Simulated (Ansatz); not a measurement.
# Molecular dynamics of BFH₃OSi, charge +1

Input file:

```yaml
crystal:
  periodic: [false, false, false]
  atoms:
    - { symbol: B, position_ang: [-0.130521, 1.534699, -0.154788] }
    - { symbol: O, position_ang: [-0.097097, 0.136622, -0.012281] }
    - { symbol: Si, position_ang: [0.070964, -1.421177, 0.145135] }
    - { symbol: F, position_ang: [1.530348, -2.033244, 0.154594] }
    - { symbol: H, position_ang: [-0.191115, 1.947353, -1.287206] }
    - { symbol: H, position_ang: [-0.10395, 2.169348, 0.871348] }
    - { symbol: H, position_ang: [-1.078629, -2.333601, 0.283187] }
total_charge: 1
basis:
  gaussian: { orbitals: def2-SVP }
hamiltonian:
  xc: pbe
  dispersion: d4
md:
  timestep: 0.5
  n_steps: 300
  ensemble: nvt_langevin
  temperature: 700.0
  initial_velocities: maxwell_boltzmann
  seed: 926826
  friction: 0.001
scf:
  lower_state_search: "off"
```

Command:

```bash
$ ansatz run input.yaml --threads 1 --pin off --max-ram 2048MiB --backend cpu --events-out ev --progress --plain --runs-dir out
```

It starts from a relaxed structure.

Output, in part (step lines, the closing report, with atoms numbered from 0):

```
md step     0: t =     0.00 fs  T =   600.0 K  F+E_penalty+E_count = -13343.95021268 eV  E_kin = 0.542892 eV  (16 SCF iters)
[... lines left out ...]
Total energy: -13343.65893366 eV, -490.3704211551 hartree
Atom 0 at    -1.048718     0.836422    -0.510255 Å, force    -1.915344    -2.788824    -0.690993 eV/Å
Atom 1 at    -0.186150    -0.100677     0.112060 Å, force    -0.691427     1.554255     0.146999 eV/Å
Atom 2 at     0.772111    -1.291437     0.409633 Å, force     0.902498    -0.413893    -0.699822 eV/Å
Atom 3 at     1.376917    -1.883003    -0.940105 Å, force     0.083988    -0.293334     0.425460 eV/Å
Atom 4 at    -2.116411     0.238084    -0.915656 Å, force     1.077694     0.904461     0.602395 eV/Å
Atom 5 at    -0.796514     1.939109    -0.772706 Å, force     0.702496     1.101256     0.172864 eV/Å
Atom 6 at     1.283532    -1.724616     1.722635 Å, force    -0.159905    -0.063919     0.043097 eV/Å
Dipole moment:     0.015003    -0.051499     0.629143 e Å
```

The steps, from the saved trajectory:

| time (fs) | T (K) | potential energy less start (eV) |
| --- | --- | --- |
| 0.0 | 600 | 0.000 |
| 5.0 | 363 | 0.188 |
| 10.0 | 258 | 0.266 |
| 15.0 | 432 | 0.102 |
| 20.0 | 400 | 0.123 |
| 25.0 | 305 | 0.195 |
| 30.0 | 302 | 0.188 |
| 35.0 | 383 | 0.091 |
| 40.0 | 353 | 0.136 |
| 45.0 | 216 | 0.225 |
| 50.0 | 352 | 0.098 |
| 55.0 | 421 | 0.040 |
| 60.0 | 314 | 0.148 |
| 65.0 | 353 | 0.169 |
| 70.0 | 468 | 0.085 |
| 75.0 | 475 | 0.099 |
| 80.0 | 378 | 0.216 |
| 85.0 | 435 | 0.188 |
| 90.0 | 508 | 0.123 |
| 95.0 | 400 | 0.247 |
| 100.0 | 383 | 0.254 |
| 105.0 | 576 | 0.094 |
| 110.0 | 578 | 0.112 |
| 115.0 | 425 | 0.247 |
| 120.0 | 366 | 0.273 |
| 125.0 | 473 | 0.166 |
| 130.0 | 505 | 0.148 |
| 135.0 | 364 | 0.271 |
| 140.0 | 371 | 0.241 |
| 145.0 | 421 | 0.206 |
| 150.0 | 348 | 0.291 |

All steps were run. The mean temperature of the second half is 37 % below the set value. A run of 0.15 ps of so small a system gives no equilibrium averages. Limits of this set-up: the dipole of an ion depends on the origin.

The same pairs are bonded in the first frame and the last. Pairs count as bonded within 1.25 times the sum of covalent radii (0.12 Å more for H–H).

Last frame:

```xyz
7
Properties=species:S:1:pos:R:3
B -1.049 0.836 -0.510
O -0.186 -0.101 0.112
Si 0.772 -1.291 0.410
F 1.377 -1.883 -0.940
H -2.116 0.238 -0.916
H -0.796 1.939 -0.773
H 1.284 -1.725 1.723
```

The run took 2.9 min on 1 thread of AMD EPYC 9R45 (Zen 5), on a shared host, peak memory 0.11 GiB.
